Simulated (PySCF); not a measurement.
1-chloro-1-fluorocyclobutane (C4H6ClF), SMILES FC1(Cl)CCC1.

Coordinates come from a PBE0-D3(BJ)/def2-SVP optimisation.

All values below come from SMD-PBE0/def2-SVP in PySCF.

Solvation free energies are E(SMD) − E(gas) at the gas-phase geometry, for 1 M in both phases. In vacuum the dipole moment is 2.29 D.

| solvent | ΔG(solv) (kcal/mol) | its non-electrostatic (CDS) part | dipole (D) |
|---|---|---|---|
| water | -0.6 | 2.6 | 2.90 |
| acetone | -5.0 | -1.9 | 2.87 |
| N,N-dimethylformamide | -4.4 | -1.2 | 2.89 |
